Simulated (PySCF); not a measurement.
## Basis and Hamiltonian dependence of the excitation energy of Ca⁺

Ca⁺ [Ar] 4s1 (2S) → Ca⁺ [Ar] 3d1 (2D). Calculated with PySCF 2.14 from differences of total energies of unrestricted determinants, without spin-orbit coupling. Values in eV.

```csv
basis,Hamiltonian,functions,UHF,r2SCAN,PBE0,CCSD(T) (valence and next inner shell)
x2c-TZVPPall,spin-free X2C,36,2.363,1.481,1.614,n/a
aug-cc-pVDZ-X2C,spin-free X2C,36,2.220,1.273,1.403,n/a
def2-TZVPPD,non-relativistic,36,2.255,1.374,1.500,n/a
ANO-RCC-VTZP,spin-free X2C,38,2.881,2.108,2.245,2.999
"x2c-TZVPPall with one added diffuse shell each of s, p, d type",spin-free X2C,45,2.362,1.481,1.614,2.686
aug-cc-pVTZ-X2C,spin-free X2C,59,2.096,1.168,1.318,n/a
def2-QZVPPD,non-relativistic,70,1.911,1.018,1.171,1.846
x2c-QZVPPall,spin-free X2C,73,2.024,1.126,1.286,1.959
dyall-av2z,non-relativistic,76,3.457,2.804,2.916,n/a
aug-cc-pwCVTZ-X2C,spin-free X2C,84,2.026,1.146,1.301,2.013
"x2c-QZVPPall with one added diffuse shell each of s, p, d, f type",spin-free X2C,89,2.023,1.126,1.286,1.958
"aug-cc-pwCVTZ-X2C with one added diffuse shell each of s, p, d, f type",spin-free X2C,100,2.026,1.145,1.301,2.013
dyall-av3z,spin-free X2C,132,2.885,2.152,2.291,n/a
aug-cc-pwCVQZ-X2C,spin-free X2C,150,1.997,1.103,1.264,n/a
```

Frozen in the all-electron rows: valence: [Ar]; valence and next inner shell: [Ne].

At UHF, ANO-RCC-VTZP, def2-QZVPPD, dyall-av2z, dyall-av3z lie more than 0.3 eV from the median of the rows with comparable relativity. Of these, ANO-RCC-VTZP has no diffuse functions of the l that the added or promoted electron needs.

Non-relativistic rows lack the scalar-relativistic shift.

Reference for a calculation without spin-orbit coupling: 1.697 eV (measured, between term centres; NIST).
